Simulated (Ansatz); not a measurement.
Species: H3GaO2, SMILES `[OH][GaH][OH]` (H–O–Ga–O torsion 0°, O–Ga–O–H torsion 0°) with one electron removed (charge 1, multiplicity 2), formula H3GaO2.

Question: How many basis functions does frozen-core CCSD(T)/cc-pVTZ // CAM-B3LYP-D3(BJ)/def2-TZVP in Ansatz (a program for electronic structure) use, how many core orbitals are frozen, and how many electrons are correlated?

Answer: 145 basis functions and 11 frozen orbitals, which leaves 27 correlated electrons (filled d shells below the valence shell are correlated). Core time is of the order of minutes.
